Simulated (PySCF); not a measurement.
**Unknown compound**

The spectra below were simulated for a compound C9H13N.

¹H NMR (500 MHz, computed): δ 7.66 (d, 2H), 7.49 (m, 2H), 7.37 (m, 1H), 3.08 (s, 2H), 2.02 (s, 6H).

¹³C{¹H} NMR (computed): δ 148.7 (C), 136.1 (CH, 2C), 135.7 (CH, 2C), 134.0 (CH), 56.7 (CH2), 40.7 (CH3, 2C).

Computed data (PySCF): geometry: PBE0-D3(BJ)/def2-SVP, NMR shieldings at HF/pcSseg-1/GIAO. One computed conformer, isolated molecule, equivalent nuclei averaged, non-relativistic Hamiltonian.

δ = σ(ref) − σ, references computed at the same level: ¹H, ¹³C vs TMS.

What is the structure?

## Answers


- Rings plus π bonds: 4 (1 ring in the answer).
- 6 carbon signals for 9 carbons: some carbons are equivalent by symmetry or fast rotation.
- Carbon types of the structure: 1 × C, 5 × CH, 1 × CH2, 2 × CH3, which accounts for all hydrogens.
- δC 148.7: substituted aromatic carbon.
- δC 136.1, 135.7, 134.0: aromatic CH; the aromatic region.
- δC 56.7: sp3 CH2 bonded to N, on an aromatic ring; the inductive effect lowers its shielding.
- δC 40.7: methyl carbon bonded to N; deshielded by the electronegative neighbour.
- δH 7.66, 7.49, 7.37: hydrogen on an aromatic CH; the ring current deshields protons in the ring plane.
- δH 3.08: hydrogen on an sp3 CH2 bonded to N, on an aromatic ring; its carbon carries N, hence the downfield position.
- δH 2.02: hydrogen on a methyl carbon bonded to N.

Structure: SMILES CN(C)Cc1ccccc1.

This is the structure that produced the data.

Shifts are as computed. Against solution values, carbons near 30 ppm lie about -0 ppm off and those near 130 ppm about +7 ppm. Of 1211 compounds with measured shifts, 218 miss one by over three times the rms of a fit or turn the order of signals round; such compounds aren't used in these exercises. Multiplicities follow the n + 1 count of equivalent neighbours, as no J values were calculated; m marks all less simple cases, F and P coupling included.
